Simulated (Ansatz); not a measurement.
PBE exchange is replaced step by step with exact exchange (0 % is PBE, 25 % PBE0; no dispersion term), basis def2-TZVP, Ansatz. System: the cluster BiF3 (the lowest singlet isomer of a short search). Total charge 0; singlet. Geometry: PBE-D4/def2-TZVP, each spin state at its own.

The relaxed quintet has other bonds than the singlet, so its gap is one between isomers.

Geometry of the singlet:

```
atom   x (Å)   y (Å)   z (Å)
 Bi1  -0.379  -0.135  -0.660
  F2   1.224   1.091  -0.624
  F3  -1.324   0.693   0.920
  F4   0.478  -1.649   0.364
```

In the def2 sets Bi takes a core potential; there is no spin–orbit coupling. In the quintet geometry the species has come apart into loosely held pieces. In the quintet, F3 and F4 lie 1.89 Å apart (atoms count from 1), so these atoms are partly bonded to each other. The structure comes from a short search, and lower isomers may exist.

```tsv
exact exchange (%)	HOMO (eV)	LUMO (eV)	gap (eV)	triplet − singlet (kJ/mol)	quintet − singlet (kJ/mol)
0	-8.56	-2.55	6.01	400.5	801.7
5	-8.88	-2.41	6.46	403.9	808.6
10	-9.19	-2.28	6.92	407.0	813.5
25	-10.13	-1.86	8.27	415.4	818.8
35	-10.75	-1.57	9.17	420.1	816.0
50	-11.66	-1.15	10.52	424.8	802.6
```

Q: Fit a straight line to the column «quintet − singlet (kJ/mol)» against the share of exact exchange and predict its value at 15 %.

A: With x = exact exchange (%) and y = quintet − singlet (kJ/mol): mean x = 20.83, mean y = 810.2; Σ(x − x̄)(y − ȳ) = 63, Σ(x − x̄)² = 1871; slope b = 0.03367, intercept a = ȳ − b·x̄ = 809.5. The residuals of the fitted rows reach 8.6. At x = 15 the line gives 809.5 + (0.03367 × 15) = 810.0; the run gave 816.6, 6.6 more than the line.
